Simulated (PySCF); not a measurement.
C5H15NSi, singlet, geometry from GFN2-xTB. Base run: M062X/STO-3G (PySCF).

PySCF was given this input:
```python
from pyscf import gto, scf, dft

mol = gto.Mole()
mol.atom = '''
    C     1.711850   -1.034454    1.024109
    N     1.129227   -0.055764    0.138770
    C     2.018815    0.274152   -0.947920
    Si   -0.589417    0.119686   -0.012326
    C    -1.439175   -1.248953   -1.052805
    C    -1.325017    0.095232    1.744445
    C    -0.923799    1.805649   -0.833100
    H     1.040733   -1.225856    1.855044
    H     1.912440   -1.983010    0.509596
    H     2.660261   -0.657443    1.418248
    H     2.237199   -0.598547   -1.576746
    H     1.573530    1.045488   -1.567800
    H     2.966446    0.647840   -0.548773
    H    -1.275414   -2.232414   -0.620017
    H    -2.512429   -1.098514   -1.120039
    H    -1.050114   -1.271948   -2.067410
    H    -0.749866    0.709762    2.429087
    H    -1.365970   -0.909764    2.151852
    H    -2.340167    0.477796    1.733812
    H    -1.961582    2.091724   -0.698327
    H    -0.735036    1.779944   -1.901455
    H    -0.308829    2.589927   -0.404263
'''
mol.basis = 'sto-3g'
mol.charge = 0
mol.spin = 0
mol.verbose = 4
mol.build()

mf = dft.RKS(mol)
mf.xc = 'm062x'
mf.kernel()
mf.analyze()
```

The base run was repeated with changes; each row names its change, and settings that it needs were set with it.

| change | E (Eh) | HOMO (eV) | HOMO-LUMO gap (eV) | dipole (D) | core-seconds (rough) | outcome |
|---|---|---|---|---|---|---|
| base | -537.43166 | -4.55 | 13.34 | 0.38 | 10 | converged |
| functional = wb97x | -537.41207 | -5.43 | 15.73 | 0.40 | 20 | converged |
| functional = pbe0; dispersion = d3bjm | -537.06613 | -2.98 | 10.80 | 0.39 | 7 | converged |
| functional = lc_wpbe | -537.20121 | -5.77 | 16.28 | 0.41 | 20 | converged |
| functional = b97-1 | -537.35719 | -2.76 | 10.37 | 0.37 | 9 | converged |
| functional = bhandhlyp | -537.29790 | -4.55 | 13.81 | 0.41 | 9 | converged |
| functional = mn12l | -535.97729 | -2.06 | 9.98 | 0.36 | 10 | converged |
| functional = r2scan | -537.27588 | -1.79 | 8.63 | 0.36 | 10 | converged |
| functional = b3lyp5 | -537.19832 | -2.70 | 10.20 | 0.37 | 8 | converged |
| functional = b97m_v | - | - | - | - | - | cut at the time limit |
| functional = wb97m_v | - | - | - | - | - | cut at the time limit |
| functional = blyp | -537.19436 | -1.41 | 7.85 | 0.33 | 7 | converged |
| functional = blyp; dispersion = d3bjm | -537.24950 | -1.41 | 7.85 | 0.33 | 9 | converged |

Absolute energies of different levels of theory aren't comparable as measures of quality.
